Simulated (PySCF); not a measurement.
Distorted geometries of Pb(NH2)4

Pb(NH2)4 (singlet). PySCF 2.14.0, RKS B3LYP, Pb def2-SVP with ECP60, N def2-SVP, H def2-SVP; non-relativistic Hamiltonian with scalar-relativistic core potentials where named; density fitting; no spin-orbit coupling. Relaxed geometry:

```xyz
13

Pb    0.0713    0.0811   -0.0587
N    -0.1295   -1.3391    1.5981
H    -0.4123   -0.7879    2.4160
H     0.8105   -1.6808    1.8249
N    -0.1718   -1.0468   -1.9050
H    -0.1446   -2.0416   -1.6607
H     0.6549   -0.8737   -2.4853
N     1.8912    1.2876   -0.2387
H     2.6810    0.7004    0.0487
H     1.8267    2.0156    0.4804
N    -1.5252    1.5235    0.2521
H    -1.5657    2.1025   -0.5932
H    -2.4011    0.9906    0.2398
```

Problem. Order these distorted geometries by energy above the relaxed one, lowest first.
A.
```xyz
13

Pb    0.1133    0.0503   -0.1080
N    -0.2367   -1.3124    1.5497
H    -0.4653   -0.8341    2.3730
H     0.8288   -1.7311    1.7581
N    -0.2691   -1.0717   -1.7948
H    -0.0361   -1.9822   -1.6034
H     0.7161   -0.8758   -2.5934
N     1.9588    1.3863   -0.1974
H     2.7029    0.7223    0.1481
H     1.7794    2.2218    0.5463
N    -1.4326    1.4518    0.2200
H    -1.6748    1.9792   -0.8049
H    -2.3993    0.9269    0.4253
```
B.
```xyz
13

Pb    0.1717    0.1378   -0.1804
N    -0.1635   -1.2488    1.4189
H    -0.3176   -0.8374    2.4475
H     0.6990   -1.5174    1.9984
N     0.0254   -1.1206   -1.9070
H    -0.0966   -2.1548   -1.7381
H     0.7612   -0.9478   -2.6123
N     1.8021    1.1315   -0.4273
H     2.5281    0.4616    0.2491
H     1.6450    1.9047    0.7728
N    -1.5888    1.8571    0.2521
H    -1.5015    2.2796   -0.5689
H    -2.3792    0.9858    0.2135
```
C.
```xyz
13

Pb    0.0228   -0.0194   -0.0532
N     0.0929   -1.6575    1.5541
H    -0.6050   -0.7409    2.3210
H     0.6180   -1.4587    1.7597
N    -0.3378   -0.9812   -1.7205
H    -0.2276   -2.0051   -1.6707
H     0.8652   -0.9079   -2.4924
N     1.6197    1.1815   -0.2925
H     2.6427    0.8211    0.1080
H     2.2054    2.1806    0.6452
N    -1.5343    1.5185    0.4080
H    -1.4925    2.0630   -0.6996
H    -2.2841    0.9373    0.0511
```

Solution. A (2.36 eV), B (5.11 eV), C (19.27 eV).

Problem. Which forces (eV/Å) act in the one that lies 2.36 eV up?

Solution. 
```
Pb   1.16  1.51  1.64
N    4.18 -2.93 -1.26
H   -0.42  1.30  1.87
H   -3.50  1.23 -0.42
N    3.17  2.78 -5.68
H    0.47 -3.59  0.94
H   -3.82 -0.42  2.87
N   -0.65  0.83  1.64
H   -0.63  1.16  0.09
H    0.71 -2.74 -1.80
N   -4.04  1.45 -2.71
H    0.80 -1.80  3.43
H    2.56  1.20 -0.61
```
Forces carry noise of the integration grid, about 0.01 to 0.03 eV/Å.

No frequency check is given that shows the relaxed geometry to be a minimum, and it was reached by following one of several unstable modes of a saddle point.
